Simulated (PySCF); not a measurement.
Magnetic susceptibility: SMILES C(#N)C1=CSC(C(=O)F)=C1, C$_{6}$H$_{2}$FNOS

Geometry (Å), atoms numbered from 1 in this order:
```xyz
12

N    -3.013    2.155   -0.245
C    -2.196    1.357   -0.158
C    -1.184    0.381   -0.052
C    -1.433   -0.968    0.075
S    -0.011   -1.895    0.181
C     0.962   -0.461    0.053
C     2.402   -0.575    0.080
O     3.078   -1.543    0.182
F     2.990    0.655   -0.032
C     0.197    0.673   -0.065
H    -2.395   -1.442    0.110
H     0.605    1.664   -0.156
```

Computed with GIAO LDA/def2-SVP magnetisability, non-relativistic, IEF-PCM chloroform in PySCF. Geometry: GFN2-xTB.

Q: What are the magnetisability and the molar susceptibility?

A: Isotropic -1288 × 10⁻³⁰ J/T², or -77.6 × 10⁻⁶ cm³/mol; principal values -1799, -1090, -976 × 10⁻³⁰ J/T², anisotropy 772 × 10⁻³⁰ J/T² (root of half the summed squared differences of the principal values). The susceptibility is in cgs units.

Q: Split it along the inertial axes a, b, c into diamagnetic and paramagnetic parts about the centre of mass, with the quadrupole moment.

A: 
| axis | χ (10⁻⁶ cm³/mol) | diamagnetic (10⁻⁶ cm³/mol) | paramagnetic (10⁻⁶ cm³/mol) | summed x² of all electrons (Å²) | quadrupole Θ (D Å) |
| --- | --- | --- | --- | --- | --- |
| a | -65.0 | -559.9 | 494.9 | 359.8 | -29.88 |
| b | -59.4 | -1580.7 | 1521.3 | 119.2 | +18.20 |
| c | -108.3 | -2032.0 | 1923.7 | 12.8 | +11.67 |

Anisotropies 2χaa − χbb − χcc = +37.8 and 2χbb − χaa − χcc = +54.5 × 10⁻⁶ cm³/mol. Θ is traceless in Buckingham's convention.
